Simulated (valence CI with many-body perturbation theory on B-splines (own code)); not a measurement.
**Valence orbitals of Au38+**

Computed by valence CI with perturbative core correlation (CI+MBPT): five valence electrons over a frozen Dirac-Fock core [Kr], radial functions for each j: 7 s, 7 p, 8 d, 6 f, 4 g, 1 h, with the one-electron correlation potential Σ1 (screened to all orders), the two-electron term Σ2, the three-electron term Σ3, Breit, model QED; selected single and double excitations, second order for the rest, scaled by the run's own slope (own B-spline code, finite nucleus).

The last digits are not significant, and no measured levels were compared; by estimate large intervals hold to a few tenths of a per cent, small ones and those within an open d or f shell to about a per cent. The list stops below the first excitations out of the core.

These are the spectroscopic orbitals of the CI (the correlating ones are not listed), shaped by the core and the other valence electrons. h is the expectation value of the core's Dirac-Fock operator, without the valence repulsion; Σ1 is computed up to l = 3 at one energy for each symmetry, that of its lowest orbital but kept below the first core excitation, so for empty shells it is not the orbital's own correlation shift; Breit and QED include the response of the core.

| Orbital | h (hartree) | Σ1 (cm⁻¹) | Breit (cm⁻¹) | QED (cm⁻¹) | ⟨r⟩ (bohr) |
| --- | --- | --- | --- | --- | --- |
| 5s1/2 | -51.4 | -11494 | 6128 | 4697 | 0.6628 |
| 6s1/2 | -33.48 | -4583 | 3255 | 2526 | 1.017 |
| 7s1/2 | -23.568 | -2387 | 1891 | 1494 | 1.450 |
| 5p1/2 | -49.37 | -11594 | 9399 | 186 | 0.6700 |
| 6p1/2 | -32.383 | -4773 | 5115 | 107 | 1.031 |
| 7p1/2 | -22.909 | -2527 | 3012 | 65.3 | 1.472 |
| 5p3/2 | -47.294 | -10060 | 5314 | 573 | 0.7021 |
| 6p3/2 | -31.28 | -4302 | 2946 | 321 | 1.069 |
| 7p3/2 | -22.252 | -2314 | 1938 | 194 | 1.517 |
| 4d3/2 | -74.406 | -23392 | 10353 | -975 | 0.3867 |
| 5d3/2 | -44.117 | -10939 | 4439 | -341 | 0.7023 |
| 6d3/2 | -29.555 | -5010 | 2391 | -178 | 1.089 |
| 4d5/2 | -73.384 | -22463 | 6230 | -437 | 0.3934 |
| 5d5/2 | -43.669 | -10736 | 2745 | -121 | 0.7104 |
| 6d5/2 | -29.312 | -4904 | 1491 | -60.4 | 1.099 |
| 4f5/2 | -65.45 | -46930 | 2785 | -837 | 0.3640 |
| 5f5/2 | -40.295 | -10615 | 1333 | -298 | 0.7016 |
| 4f7/2 | -65.177 | -41259 | 319 | -637 | 0.3667 |
| 5f7/2 | -40.169 | -10288 | 313 | -213 | 0.7045 |
| 5g7/2 | -37.71 |  | -142 | -130 | 0.6612 |
| 5g9/2 | -37.668 |  | -378 | -96.9 | 0.6624 |

Among the shells of the start configuration 4d5, Σ1 is largest in size for 4d3/2, where it is 0.14 % of h.

Lowest root of each symmetry, sizes in configuration state functions:

```
   J  Parity  Roots  Reference  Variational  Second order  Change by selected CI (cm⁻¹)  Change by second order (cm⁻¹)
 1/2    even      4         77        22038        256092                        -10120                            -26
 3/2    even      7        141        26904        625193                         -9256                            -62
 5/2    even     10        183        27993        681738                         -8939                           -110
 7/2    even      7        192        25256        931250                         -9070                           -201
 9/2    even      5        181        25528        766489                         -9541                           -215
11/2    even      3        150        26017        589979                         -9282                            -69
13/2    even      1        112        19932        409947                         -9418                            -35
 1/2     odd     18         27        31998        605204                        -15585                           -226
 3/2     odd     28         48        31993       1023583                        -14324                           -448
 5/2     odd     36         61        31280       1389902                        -16678                           -698
 7/2     odd     37         63        30271       1647774                        -16336                           -892
 9/2     odd     34         54        29980       1637584                        -15723                          -1084
11/2     odd     27         42        29586       1610317                        -15524                          -1116
13/2     odd     19         28        30491       1191332                        -15572                           -914
15/2     odd     12         15        29852        951233                        -16215                           -489
17/2     odd      6          6        30392        707742                        -15079                           -246
19/2     odd      2          2        26234        401707                        -15542                            -18
```
